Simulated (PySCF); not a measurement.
Telling isomers of C$_{5}$H$_{11}$NSi apart by NMR

[PySCF: structure optimised with GFN2-xTB; GIAO PBE0/pcSseg-1 shieldings; non-relativistic Hamiltonian; a single conformation; fast rotation and ring inversion assumed for equivalent nuclei; no solvent]

Referencing at the same level of theory: TMS for ¹H, ¹³C. Where no couplings were computed, multiplicities follow the n + 1 count of equivalent neighbours, and m marks all less simple cases (inequivalent or close neighbours, rings, F or P nearby). Shifts are as computed. Against solution values, carbons near 30 ppm lie about +3 ppm off and those near 130 ppm about +5 ppm. Of 1211 compounds with measured shifts, 218 miss one by over three times the rms of a fit or turn the order of signals round; such compounds aren't used in these exercises.

(1) Tabulate the signals of `C=C/C(C)=N\C[SiH3]`, `C=C([SiH3])/C=N\CC` and their relative energies.

(2) What is the quickest way to tell C=C/C(C)=N\C[SiH3] from C=C([SiH3])/C=N\CC?

## Answers

(1) 
| SMILES | carbon types | δC | δH | E rel. (kcal/mol) |
| --- | --- | --- | --- | --- |
| C=C/C(C)=N\C[SiH3] | 1×C 1×CH 2×CH2 1×CH3 | 165.1, 130.5, 127.6, 39.2, 27.1 | 6.89 (m, 1H), 5.81 (m, 1H), 5.80 (m, 1H), 4.10 (q, 2H), 3.80 (t, 3H), 2.21 (s, 3H) | 0.0 |
| C=C([SiH3])/C=N\CC | 1×C 1×CH 2×CH2 1×CH3 | 165.9, 148.9, 140.1, 50.7, 19.7 | 8.29 (s, 1H), 6.20 (br s, 1H), 5.92 (br s, 1H), 4.18 (s, 3H), 3.82 (q, 2H), 1.32 (t, 3H) | 4.4 |

Energies are electronic energies at PBE0/pcSseg-1 on these geometries, without zero-point or thermal terms, each for the one conformer computed, which needn't be the lowest.

(2) Both give the same number of carbon signals, with the same numbers of each carbon type, so the positions decide. The first has an alkene CH at 130.5 ppm, the second a C=N carbon (CH) at 165.9 ppm. Their most deshielded carbons lie at 165.1 and 165.9 ppm. In the proton spectra the most deshielded non-exchanging signals are 6.89 (m, 1H) and 8.29 (s, 1H).
